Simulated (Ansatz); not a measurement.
## Strength of the C–C bond: C3H8AlF → Al(CH2)(CH3)F + CH3

Species: C3H8AlF `C[CH2][Al]([CH3])[F]`, singlet; Al(CH2)(CH3)F, doublet; CH3 `[CH3]`, doublet. 

Shapes, held fixed at every level: PBE0-D4/def2-TZVP. Flexible molecules stand in one conformer, not always the lowest. Programs: Ansatz 0.2.0. Electronic energies: no zero-point or thermal term.

Estimate ΔE of this reaction.

The highest level, CCSD(T)/CBS estimate, gives ΔE = +367.6 kJ/mol; the levels span +225.4 to +447.0. The column of differences is taken from that level and isn't an error. Hartree–Fock misses the correlation of the pair that is broken and comes out low. No measured value is set beside it here. Open shells run unrestricted unless RO is named. The CBS estimate extrapolates MP2 from def2-TZVPP and def2-QZVPP and adds CCSD(T) − MP2 in the triple-zeta set, cores frozen. Times are processor times on shared x86 and Arm servers, and rough.

```json
{"level": "HF/def2-TZVPP", "kind": "Hartree–Fock", "ΔE (kJ/mol)": "+225.4", "less CCSD(T)/CBS estimate": "-142.2", "CPU time (sum over the molecules)": "–"}
{"level": "SPW92/def2-TZVPP", "kind": "LDA", "ΔE (kJ/mol)": "+447.0", "less CCSD(T)/CBS estimate": "+79.4", "CPU time (sum over the molecules)": "9.1 s"}
{"level": "B3LYP-D4/def2-TZVPP", "kind": "global hybrid", "ΔE (kJ/mol)": "+350.0", "less CCSD(T)/CBS estimate": "-17.6", "CPU time (sum over the molecules)": "32 s"}
{"level": "r2SCAN0-D4/def2-TZVPP", "kind": "global hybrid", "ΔE (kJ/mol)": "+334.1", "less CCSD(T)/CBS estimate": "-33.5", "CPU time (sum over the molecules)": "37 s"}
{"level": "B2PLYP/def2-TZVPP", "kind": "double hybrid", "ΔE (kJ/mol)": "+351.1", "less CCSD(T)/CBS estimate": "-16.5", "CPU time (sum over the molecules)": "34 s"}
{"level": "CCSD(T)/def2-SVP", "kind": "coupled cluster or CI", "ΔE (kJ/mol)": "+362.9", "less CCSD(T)/CBS estimate": "-4.7", "CPU time (sum over the molecules)": "39 s"}
{"level": "CCSD/def2-TZVPP", "kind": "coupled cluster or CI", "ΔE (kJ/mol)": "+346.6", "less CCSD(T)/CBS estimate": "-21.0", "CPU time (sum over the molecules)": "–"}
{"level": "CCSD(T)/CBS estimate", "kind": "coupled cluster or CI", "ΔE (kJ/mol)": "+367.6", "less CCSD(T)/CBS estimate": "0.0", "CPU time (sum over the molecules)": "22 min"}
```
